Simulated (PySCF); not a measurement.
Two-photon absorption: `C#C/C(=C/C=C)OC`, C7H8O

Cartesian coordinates in Å; atom numbers follow the order of the lines, from 1:
```xyz
16

C     1.9411   -1.7411   -1.9590
C     1.1802   -1.2513   -1.1488
C     0.2825   -0.6794   -0.1969
C    -0.8613   -1.3184    0.1640
C    -1.8078   -0.7937    1.1175
C    -2.9379   -1.4251    1.4781
O     0.5797    0.5199    0.3540
C     1.7612    1.1773   -0.0288
H     2.6114   -2.1783   -2.6760
H    -1.0597   -2.2846   -0.3045
H    -1.5650    0.1788    1.5572
H    -3.2053   -2.3983    1.0546
H    -3.6271   -0.9895    2.2049
H     1.7875    2.1176    0.5365
H     1.7722    1.4043   -1.1078
H     2.6577    0.5837    0.2158
```

Method: TDDFT CAM-B3LYP/aug-cc-pVDZ excited states, vertical, gas phase (PySCF). Geometry: PBE0-D3(BJ)/def2-SVP.

(1) Give the one- and two-photon strengths of the lowest singlets.

Results:

(1) δ for parallel linear polarisation; σ at the peak of a Lorentzian of half width 0.1 eV, single beam; Ω is circular over linear.
| state | E (eV) | f | photon λ (nm) | δ (au) | σ (GM) | Ω | main |
| --- | --- | --- | --- | --- | --- | --- | --- |
| S1 | 4.46 | 0.744 | 556 | 61.6 | 0.45 | 1.29 | HOMO→LUMO 0.97 |
| S2 | 5.04 | 0.000 | 492 | 2.85 | 0.03 | 1.50 | HOMO→LUMO+4 0.38, HOMO→LUMO+2 0.16 |
| S3 | 5.31 | 0.001 | 467 | 3.75 | 0.04 | 1.50 | HOMO→LUMO+1 0.59, HOMO→LUMO+8 0.09 |
| S4 | 5.65 | 0.000 | 439 | 43.6 | 0.51 | 1.50 | HOMO→LUMO+3 0.54, HOMO→LUMO+5 0.21 |
| S5 | 5.68 | 0.002 | 437 | 106 | 1.25 | 1.50 | HOMO−1→LUMO 0.65, HOMO→LUMO+2 0.18 |

Among these, the strongest one-photon state is S1, the strongest two-photon state S5, with a dipole change of 3.3 D (relaxed, norm of the difference vector).
